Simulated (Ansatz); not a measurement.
```tsv
atom	x (Å)	y (Å)	z (Å)
C	-0.0093	-0.0034	0.0014
C	1.4112	-0.0043	-0.0084
C	-0.7070	1.2203	-0.0089
C	-0.7070	-1.2331	-0.0056
H	1.9844	-0.9303	-0.0015
H	1.9697	0.9435	0.0004
H	-1.8084	1.2402	-0.0011
H	-0.1690	2.1840	-0.0034
H	-1.7913	-1.2480	-0.0044
H	-0.1868	-2.1776	0.0027
```

Basis set: 6-31G* (spherical functions). Left uncorrelated: 4 orbitals. Charge 0, multiplicity 3.

Computed with Ansatz (development build ahead of 0.2.0); each method stands on the lowest determinant of its kind that the runs found.

The atomization energy at this shape (free ground-state atoms in the same class of orbitals less the molecule, no zero-point energy) of triplet C₄H₆:

| method | atomization energy |
| --- | --- |
| UHF-MP2 | 38.69 eV |

Question: What does UHF give?

Answer: 32.24 eV. Caution: the unrestricted determinant is spin contaminated.
